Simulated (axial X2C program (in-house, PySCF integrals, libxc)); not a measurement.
## Levels of SbH⁺ by electron attachment to SbH²⁺ (EOM-EA-CCSD)

Computed with an in-house all-electron X2C program for linear molecules (integrals from PySCF): two-component X2C with atomic mean-field Coulomb and Gaunt terms, Gaussian nuclei, basis Sb dyall-acv3z, H dyall-av3z with contracted cores.

R = 1.972 Å (1.150 times 1.715 Å, the PBE0 minimum at charge 1 for the lowest determinant).

Levels of SbH⁺ obtained by attaching an electron to SbH²⁺:

| Ω | binding energy (eV) | above lowest (cm⁻¹) | attached spinor | one-particle weight |
| --- | --- | --- | --- | --- |
| 1/2 | 16.141 | 0 | 89% Sb pπ | 0.96 |
| 3/2 | 15.716 | 3428 | 91% Sb pπ | 0.96 |
| 1/2 | 11.527 | 37218 | 27% H sσ, 26% Sb pσ, 23% Sb dσ | 0.90 |

(1) Take the first Ω = 1/2 and Ω = 3/2 rows of π character: how far apart are they, and which lies lower?

This point took 20 s on 1 thread of Intel(R) Xeon(R) Processor @ 2.30GHz (shared host).

Reference electrons by ω block (each with its −ω partner): 1/2: 16, 3/2: 7, 5/2: 2. 14 electrons of SbH²⁺ correlated (inner shells frozen), 92 natural virtual spinors (a truncated set); levels can be off by some tenths of an eV. Roots sought by Ω: (1/2: 5, 3/2: 4, 5/2: 2, 7/2: 1); rows need 60 % one-particle weight and stop where some Ω has no more roots. Missing are any skipped roots, higher Ω and states of a further excitation; these come out far too high here and may in truth be low or lowest. T1 of the reference 0.012 (Lee–Taylor). The reference was not checked to be the lowest state of its species. Number of frozen shells: Sb 4 s, 3 p, 1 d; H none.

Results:

(1) E(3/2) − E(1/2) = 3428 − 0 = 3428 cm⁻¹ at EOM-EA-CCSD: regular, Ω = 1/2 lower. Splittings at this level can be off by ten to twenty per cent.
